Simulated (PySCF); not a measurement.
This script is equivalent to a calculation on Te (tellurium, neutral).

```python
from pyscf import gto, scf, dft, mp, cc
import basis_set_exchange as bse
txt = bse.get_basis("cc-pVDZ-PP", elements=["Te"], fmt="nwchem", header=False)
cut = txt.index("\nECP")
mol = gto.M(atom="Te 0 0 0", charge=0, spin=2, symmetry="D2h",
            basis=gto.basis.parse(txt[:cut]),
            ecp={"Te": gto.basis.parse_ecp(txt[cut:])})
mf = dft.UKS(mol, xc="R2SCAN")
mf.irrep_nelec = {'Ag': (4, 4), 'B1g': (1, 1), 'B2g': (1, 1), 'B3g': (1, 1), 'B1u': (2, 1), 'B2u': (2, 2), 'B3u': (2, 1)}
mf.kernel()
```

**Question.** What total energy does it give?

**Answer.** -268.079 hartree (calculated).

**Question.** Which occupied shell lies highest, and where?

**Answer.** 5p β, at -5.312 eV.

**Question.** What is ⟨S²⟩, and what would a pure spin state give?

**Answer.** 2.003, against 2.00.

Energies and moments cover only the electrons outside the core potential.
